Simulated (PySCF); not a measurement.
S: excitation energy

S [Ne] 3s2 3p4 (3P) → S [Ne] 3s1 3p5 (3P), as a difference of total energies. Calculation: PySCF 2.14, in aug-cc-pV(Q+d)Z (7s6p5d3f2g, 89 functions); the non-relativistic Hamiltonian (point nucleus). Correlated levels: valence: [Ne] frozen. The calculations carry no spin-orbit coupling.

Problem. Order these methods by the excitation energy they give, lowest first.
A. MP2 (valence)
B. PBE0
C. M06
D. UHF

Solution. C (10.295 eV), B (10.368 eV), A (10.401 eV), D (11.468 eV).

Errors of the correlated levels include the incompleteness of this basis and the frozen core.

For comparison: 8.928 eV (measured; NIST levels, between the centres of gravity of the two terms).
